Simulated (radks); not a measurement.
Gd19+, configuration [Kr] 4d9.

All-electron calculation, non-relativistic Kohn-Sham, LB94 model potential, spin-polarised, spherical densities, point nucleus; open shells are filled with parallel spins first (spin-orbit coupling, left out, can overturn this in heavy ions); relativity is left out, which matters for an element this heavy. Program: a radial shooting solver on a logarithmic mesh with Libxc functionals.

Energy parts (hartree):
kinetic: 10708.6161
electron-nucleus: -24563.3398
Hartree: 3382.6931
(The LB94 potential has no energy functional, so no total or exchange-correlation energy is given.)

Orbitals (lengths in bohr, moments of r in powers of bohr):
| orbital | occ. | eigenvalue (hartree) | <r^2> | <r^4> |
|---|---|---|---|---|
| 1s down | 1 | -1754.282 | 0.0007493 | 1.416e-06 |
| 1s up | 1 | -1754.281 | 0.0007493 | 1.416e-06 |
| 2s up | 1 | -295.3002 | 0.01191 | 0.0002389 |
| 2s down | 1 | -295.2908 | 0.01191 | 0.0002388 |
| 2p up | 3 | -282.0365 | 0.008851 | 0.0001521 |
| 2p down | 3 | -282.0319 | 0.008850 | 0.0001520 |
| 3s up | 1 | -79.75192 | 0.07658 | 0.008728 |
| 3s down | 1 | -79.75001 | 0.07659 | 0.008728 |
| 3p up | 3 | -73.80658 | 0.07161 | 0.007965 |
| 3p down | 3 | -73.80087 | 0.07163 | 0.007967 |
| 3d up | 5 | -62.69586 | 0.05714 | 0.005723 |
| 3d down | 5 | -62.68156 | 0.05716 | 0.005727 |
| 4s up | 1 | -28.97563 | 0.3556 | 0.1784 |
| 4s down | 1 | -28.93389 | 0.3555 | 0.1784 |
| 4p up | 3 | -26.59174 | 0.3662 | 0.1927 |
| 4p down | 3 | -26.55054 | 0.3661 | 0.1927 |
| 4d up | 5 | -22.32296 | 0.3840 | 0.2220 |
| 4d down | 4 | -22.28466 | 0.3839 | 0.2220 |

The highest occupied level is 4d down at -606.40 eV. Summed over all electrons, <r^2> = 7.596 bohr^2, which gives a Langevin (diamagnetic) susceptibility term of -6.02 x 10^-6 cm^3/mol. Spin moment in Bohr magnetons: 1. The electron density at the nucleus is 1.867e+05 e/bohr^3. The density falls to 0.001 e/bohr^3 at r = 1.54 bohr. For comparison, the ionisation energy in NIST's Atomic Spectra Database is 601 eV (theoretical). In exact Kohn-Sham theory the highest level is minus the ionisation energy, but local and semilocal functionals leave it too shallow, through self-interaction and a potential that decays too fast; potentials with the right tail come closer. The spin density at the nucleus is -0.211 e/bohr^3 (1s 0.082, 2s -0.862, 3s 1.121, 4s -0.552).
